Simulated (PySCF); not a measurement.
**Vertical excitation energies**

Compound: C4H13NSi4.
SMILES: `C#C[Si]1(N(C)C)[SiH2][SiH2][SiH2]1`

The calculation used TDDFT CAM-B3LYP/def2-SVPD, vertical, gas phase, core orbitals frozen in the response in PySCF. Geometry: PBE0-D3(BJ)/def2-SVP, one conformer, isolated molecule. Torsions of this conformer, `[CH:1]#[C:2][Si:3]1([N:4]([CH3:5])[CH3:6])[SiH2:7][SiH2:8][SiH2:9]1`: C2–Si3–N4–C5 -36°.

List the vertical singlet excitations with oscillator strengths and describe the spectrum.

```tsv
state	λ (nm)	E (eV)	f	main configurations (H = HOMO, L = LUMO)
S1	316.8	3.91	0.0030	H→L (93%)
S2	247.9	5.00	0.050	H→L+1 (62%), H-1→L (23%)
S3	244.0	5.08	0.021	H-1→L (63%), H→L+1 (24%)
S4	233.7	5.31	0.012	H-2→L (81%)
S5	232.9	5.32	0.153	H→L+2 (85%)
S6	224.2	5.53	0.0087	H-3→L (68%)
S7	219.2	5.66	0.0085	H→L+3 (81%)
S8	208.8	5.94	0.0030	H→L+4 (27%), H-5→L (15%)
S9	205.3	6.04	0.0059	H-4→L (21%), H-2→L+2 (12%), H-1→L+2 (11%)
S10	203.9	6.08	0.0072	H-3→L+2 (19%), H-3→L+1 (16%), H-4→L+2 (8%)
```

Triplets, Tamm–Dancoff:

| state | E (eV) | λ (nm) | main configurations (H = HOMO, L = LUMO) |
| --- | --- | --- | --- |
| T1 | 3.62 | 342.7 | H→L (90%) |
| T2 | 4.56 | 272.1 | H→L+1 (50%) |
| T3 | 4.63 | 267.9 | H-1→L (52%), H→L+1 (10%), H-2→L (9%) |
| T4 | 4.68 | 265.2 | H→L+2 (30%), H→L+1 (18%), H-2→L (15%) |

The lowest singlet lies at 3.91 eV (317 nm, ultraviolet) and is very weak; its leading configuration is HOMO→LUMO (93%). The most intense listed level is S5 at 5.32 eV (233 nm, f = 0.153), 1.41 eV above S1. Löwdin shares by element: HOMO silicon 35% or more, nitrogen 34% (atoms not listed hold the other 31%); LUMO silicon 64% (atoms not listed hold the other 36%). Orbital energies (eV): HOMO-3 -9.09, HOMO-2 -8.84, HOMO-1 -8.65, HOMO -7.35, LUMO -0.34, LUMO+1 0.41, LUMO+2 0.53. Weighted by f, the mean energy of these states is 5.29 eV. Of the 10 states listed, 4 reach f = 0.01 and none stays under 0.0005. The vertical ionisation energy (ΔSCF) is 7.74 eV, 1.66 eV above S10. The window holds the lowest 10 singlets.
